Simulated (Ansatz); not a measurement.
Computed with Ansatz on PBE0-D4/def2-TZVP structures; ΔE is electronic, products minus reactants. CCSD(T)/CBS adds triple-zeta CCSD(T) − MP2 to the extrapolated MP2 energy (def2 sets, frozen cores). DFT in def2-TZVPP. B3LYP here is the variant with VWN-RPA as its local correlation; programs differ in this. One conformer a species, not always the lowest.

Consider the isomerisation: `C#CC[SiH2]F` → `CC1=C(F)[SiH2]1`.

```
             level  ΔE (eV)  difference from CCSD(T)/CBS
         r2SCAN-D4     1.99                        -0.32
           PBE0-D4     1.87                        -0.44
          B3LYP-D4     2.17                        -0.14
           ωB97M-V     2.13                        -0.18
            B2PLYP     2.28                        -0.03
            r2SCAN     1.99                        -0.32
              PBE0     1.87                        -0.44
             B3LYP     2.17                        -0.14
     HF/def2-TZVPP     2.52                         0.21
    MP2/def2-TZVPP     2.37                         0.06
SCS-MP2/def2-TZVPP     2.40                         0.09
     HF/def2-QZVPP     2.54                         0.23
    MP2/def2-QZVPP     2.40                         0.09
SCS-MP2/def2-QZVPP     2.44                         0.13
      HF/CBS(def2)     2.54                         0.23
     MP2/CBS(def2)     2.42                         0.11
       CCSD(T)/CBS     2.31                            0
```

Largest T1 diagnostic among the species: 0.013.

From PBE to PBE0 (25 % exact exchange), in def2-TZVPP and without D4, ΔE moves by +0.09 eV. In def2-TZVPP, CCSD(T) changes the Hartree–Fock value by −0.26 eV (the triples alone add −0.05 eV) and MP2 by −0.15 eV.
